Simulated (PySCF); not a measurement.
AuClH₃N, SMILES [NH3]->[Au][Cl], multiplicity 1.

The structure is a stationary point at B3LYP-D3(BJ)/def2-TZVP. The multiplicity is an assumed one; other spin states were not compared. The def2 effective core potentials stand for the cores of Au; spin–orbit coupling is left out.

The numbers are results of PySCF with PBE/def2-TZVPD, not measurements.

Symmetry labels are those of the subgroup Cs that the program uses (full group C3v).

Question: List the valence orbital energies around the gap with their symmetry. (The exact figures need the calculation; the answer reports its results.)

Answer: 
| orbital | symmetry | energy (eV) |
|---|---|---|
| HOMO−7 | A' | -8.19 |
| HOMO−6 | A' | -7.92 |
| HOMO−5 | A" | -7.92 |
| HOMO−4 | A' | -6.93 |
| HOMO−3 | A" | -6.93 |
| HOMO−2 | A' | -6.39 |
| HOMO−1 | A' | -5.70 |
| HOMO | A" | -5.70 |
| LUMO | A' | -1.99 |
| LUMO+1 | A' | -0.28 |
| LUMO+2 | A' | -0.27 |
| LUMO+3 | A" | -0.27 |
